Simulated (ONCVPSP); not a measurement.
**Configuration tests for Cs (Z = 55) (ONCV)**

- Element: Cs
- Generator: ONCVPSP 4.0.1
- Type: optimised norm-conserving Vanderbilt (ONCV)
- Functional: PBE
- Relativity: scalar-relativistic
- Frozen core: [Kr] 4d10
- Valence charge: 9
- Reference configuration: 5s2 5p6 6s0.5 6p0.5
- Partial waves: 5s+6s: rc 2.85 bohr, ncon 5, nbas 8, qcut 5.3 1/bohr, 2 projectors; 5p+6p: rc 3.95 bohr, ncon 3, nbas 7, qcut 3 1/bohr, 2 projectors; d scattering state at 0.3 Ha: rc 2.95 bohr, ncon 4, nbas 9, qcut 3.6 1/bohr, 1 projector
- Local potential: polynomial inside 2.30 bohr (lpopt 3, dvloc0 0 Ha)
- Core correction: none

In the d channel the program set the typed energies aside and used 0.050 Ha.

Energies are relative to the spin-unpolarised reference configuration 5s2 5p6 6s0.5 6p0.5; without spin polarisation the order of configurations can differ from experiment.

```csv
valence configuration,charge,ΔE all-electron (eV),error AE − PS (meV)
5s2 5p6 6s1 6p0,0,-0.679,-0.6
5s2 5p6 6s0 6p0,+1,3.184,-1.5
5s1 5p6 6s1 6p0,+1,31.004,-25
```

(1) What are ΔE and the potential's error for 5s2 5p6 6s0.5 6p0?

Levels in the configuration 5s2 5p6 6s0 6p0:

```tsv
level	all-electron (eV)	pseudo (eV)
5s	-31.938	-31.940
5p	-18.670	-18.672
```

Note: ghosts flagged at negative energy: s at -50.0 eV; no localised positive-energy state flagged. A true bound ghost makes a file unfit for plane-wave use.

Results:

(1) ΔE = 0.791 eV all-electron; the error (AE − PS) is -0.1 meV.
